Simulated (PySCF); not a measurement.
**Dipole response of P (phosphorus, neutral)**

[Ne] 3s2 3p3, high-spin 4S determinant. All numbers are calculated (PySCF 2.14, no relativity, point nucleus, in dyall-acv3z). Coupled (time-dependent) response in atomic units; α is the mean over directions.

| method | mean α (bohr³) | C₆ (like pair) | S(−4) |
| --- | --- | --- | --- |
| UHF | 25.41 | 188.1 | 194.0 |
| PBE | 27.43 | 205.3 | 252.9 |
| PBE0 | 26.36 | 195.7 | 221.7 |
| TPSS | 26.71 | 200.9 | 227.8 |
| M06-2X | 26.41 | 193.4 | 223.9 |

S(−4) is the Cauchy moment in α(ω) = α(0) + S(−4) ω² + …

Reference α: 25 ± 1 bohr³ (recommended; Schwerdtfeger and Nagle, table of static dipole polarizabilities (2023 update)). Published C₆: 185.0 (Chu and Dalgarno (2004); Tang, Norbeck and Certain (1976)).

α(iu) at PBE0:

```json
{"u (hartree)": "0", "α(iu) (bohr³)": "26.36"}
{"u (hartree)": "0.0500", "α(iu) (bohr³)": "25.82"}
{"u (hartree)": "0.100", "α(iu) (bohr³)": "24.36"}
{"u (hartree)": "0.200", "α(iu) (bohr³)": "20.09"}
{"u (hartree)": "0.300", "α(iu) (bohr³)": "15.80"}
{"u (hartree)": "0.500", "α(iu) (bohr³)": "9.687"}
{"u (hartree)": "0.750", "α(iu) (bohr³)": "5.685"}
{"u (hartree)": "1.00", "α(iu) (bohr³)": "3.671"}
{"u (hartree)": "1.50", "α(iu) (bohr³)": "1.886"}
{"u (hartree)": "2.00", "α(iu) (bohr³)": "1.160"}
{"u (hartree)": "3.00", "α(iu) (bohr³)": "0.5897"}
{"u (hartree)": "5.00", "α(iu) (bohr³)": "0.2613"}
```

A single London oscillator, α(iu) = α/(1 + u²/ω²), gives C₆ = (3/4) ω α². Matching the computed C₆ needs ω = 4 × 195.7 / (3 × 26.36²) = 0.376 hartree.
